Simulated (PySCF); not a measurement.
UHF on Nb⁻ (niobium, charge -1), [Kr] 4d4 5s2, high-spin 5D determinant. Calculation: PySCF 2.14, in x2c-TZVPPall with one added diffuse shell each of s, p, d, f type (9s7p7d3f1g, 95 functions); the spin-free X2C one-electron Hamiltonian (Gaussian nucleus).

```
cycle= 1 E= -3817.22480121814  delta_E= -0.0036  |g|= 0.0191  |ddm|= 0.0481
cycle= 2 E= -3817.22497612825  delta_E= -0.000175  |g|= 0.00471  |ddm|= 0.0173
cycle= 3 E= -3817.22499962763  delta_E= -2.35e-05  |g|= 0.00101  |ddm|= 0.0135
cycle= 4 E= -3817.22500263891  delta_E= -3.01e-06  |g|= 0.000554  |ddm|= 0.00551
cycle= 5 E= -3817.22500484809  delta_E= -2.21e-06  |g|= 0.000192  |ddm|= 0.00798
cycle= 6 E= -3817.22500530389  delta_E= -4.56e-07  |g|= 6.58e-05  |ddm|= 0.00557
cycle= 7 E= -3817.22500535253  delta_E= -4.86e-08  |g|= 3.14e-05  |ddm|= 0.00219
cycle= 8 E= -3817.22500536861  delta_E= -1.61e-08  |g|= 9.17e-06  |ddm|= 0.00213
cycle= 9 E= -3817.22500536951  delta_E= -8.99e-10  |g|= 3.34e-06  |ddm|= 0.000645
converged SCF energy = -3817.22500536951  <S^2> = 6.3854476  2S+1 = 5.1518725
```

Highest occupied orbital energy: 0.254 eV; ⟨L²⟩ = 6.04; populations by l: s 10.00, p 18.00, d 14.00, f 0.00.

Problem. Can this result be used?

Solution. With care. Self-consistency was reached. ⟨S²⟩ = 6.39 against 6.00 shows spin contamination. At UHF the highest occupied level has a positive energy, so only the finite basis holds that electron.
